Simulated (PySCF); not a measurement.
C$_{3}$H$_{6}$, triplet, at a GFN2-xTB geometry (a higher spin typed on purpose: for a closed-shell molecule this is an excited state). Base run: B3LYP/6-311G** (PySCF).

PySCF was given this input:
```python
from pyscf import gto, scf, dft

mol = gto.M(
    atom='''
C    -1.24187033    0.00174507   -0.18325915
C     0.09492014    0.16223216    0.45756215
C     1.32427201   -0.13788396   -0.19693494
H    -1.81105722   -0.80351350    0.29391188
H    -1.83605872    0.91280135   -0.07560257
H    -1.13833454   -0.23077502   -1.24019219
H     0.09538128    0.48565822    1.49211885
H     1.86967721    0.60755469   -0.75717094
H     1.75646099   -1.12828528   -0.17727343
''',
    basis='6-311g**',
    spin=2,
    verbose=4,
)

mf = dft.UKS(mol)
mf.xc = 'b3lyp'
mf.kernel()
```

Each row names what was changed in the base input (with any setting that the change needs).

```tsv
change	ΔE vs base (mEh)	SCF cycles	<S^2>	outcome
base	0.000	10	2.004	converged
DIIS = EDIIS	-	50	-	not converged
conv_tol = 1e-12	0.000	13	2.004	converged
init_guess = vsap	0.000	11	2.004	converged
level_shift = 1.0 (with mf.max_cycle = 100)	0.000	28	2.004	converged
init_guess = sap	0.000	13	2.004	converged
conv_tol_grad = 1e-3	0.000	10	2.004	converged
damp = 0.5; diis_start_cycle = 5	0.000	11	2.004	converged
solver = newton; init_guess = 1e	0.000	-	2.004	converged
level_shift = 0.1 (with mf.max_cycle = 100)	0.000	10	2.004	converged
diis = off; damp = 0.6 (with mf.diis_start_cycle = 200; with mf.max_cycle = 150)	0.000	25	2.004	converged
DIIS = ADIIS	0.000	13	2.004	converged
conv_tol_grad = 1e-7	0.000	15	2.004	converged
```

Open shells are given as the SCF converged; they aren't shown to be the lowest states, and a large step between rows can be another state.
